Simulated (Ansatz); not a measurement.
Relaxation of C2H5Te (8 atoms, charge 1, multiplicity 1), to a largest force component of 0.02 eV/Å in at most 40 steps.

All numbers below come from Ansatz, RKS BLYP-D4/def2-SVP.

```xyz
8
Properties=species:S:1:pos:R:3:forces:R:3
C -0.091 1.077 -0.244 0.33 0.24 0.08
C -0.171 -0.343 0.002 0.19 -0.39 0.14
Te 1.317 -1.468 0.778 0.62 0.81 0.07
H -0.904 1.588 0.291 -0.46 0.26 0.34
H -0.334 1.283 -1.296 -0.11 0.08 -0.62
H 0.865 1.529 0.014 0.45 0.36 0.09
H -1.108 -0.836 -0.253 -0.42 -0.44 -0.07
H 0.427 -2.829 0.708 -0.60 -0.93 -0.04
```

Problem. Where does it end, and by what steps?

Solution. The run converged. Limits of this set-up: the dipole of an ion depends on the origin. After 5 steps the energy has fallen by 0.072 eV; H8 moved furthest, 0.07 Å.

| step | energy less start (eV) | largest force component (eV/Å) | accepted |
| --- | --- | --- | --- |
| 0 | 0.0000 | 0.931 | yes |
| 1 | -0.0657 | 0.265 | yes |
| 2 | -0.0715 | 0.089 | yes |
| 3 | -0.0720 | 0.048 | yes |
| 4 | -0.0722 | 0.024 | yes |
| 5 | -0.0722 | 0.004 | yes |

```xyz
8
Properties=species:S:1:pos:R:3
C -0.087 1.102 -0.247
C -0.161 -0.344 0.007
Te 1.329 -1.477 0.777
H -0.924 1.604 0.299
H -0.331 1.289 -1.322
H 0.873 1.587 0.011
H -1.101 -0.872 -0.236
H 0.402 -2.889 0.711
```

Run time: 13 s on 1 CPU thread of a shared host.
